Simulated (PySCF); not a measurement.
A mixed set of molecules. Method used: TDDFT PBE0/def2-SVPD, vertical, gas phase, core orbitals frozen in the response in PySCF 2.14.0, density-fitted response routines. Geometries: GFN2-xTB; one conformer of each isolated species. Triplets are in the Tamm–Dancoff approximation.

Question: Rank by computed S1–T1 gap, lowest first.
A. `CC(C)(C)CO[SiH3]`
B. `CO[C@@H]1CC[C@@H]2O[C@@H]21`
C. `C=C(CC)C(=O)OC`
D. `CCCC(=O)C(C)=O`

Answer: B (0.16 eV), A (0.30 eV), D (0.56 eV), C (1.25 eV).

| SMILES | S1−T1 (eV) | S1 (eV) | T1 (eV) | S1 mainly | T1 mainly | f(S1) |
| --- | --- | --- | --- | --- | --- | --- |
| CO[C@@H]1CC[C@@H]2O[C@@H]21 | 0.16 | 6.86 | 6.70 | H→L (90%) | H→L (82%) | 0.022 |
| CC(C)(C)CO[SiH3] | 0.30 | 6.85 | 6.55 | H→L (96%) | H→L (90%) | 0.002 |
| CCCC(=O)C(C)=O | 0.56 | 2.71 | 2.14 | H→L (99%) | H→L (98%) | 0.000 |
| C=C(CC)C(=O)OC | 1.25 | 4.93 | 3.68 | H-1→L (88%) | H→L (92%) | 0.001 |

H and L stand for HOMO and LUMO. For `C=C(CC)C(=O)OC` the leading configurations of S1 and T1 differ. Singlets come from full response and triplets from the Tamm–Dancoff approximation.

Without π bonds the low states may be Rydberg-like; a valence basis with one diffuse set may place them up to an eV too high.
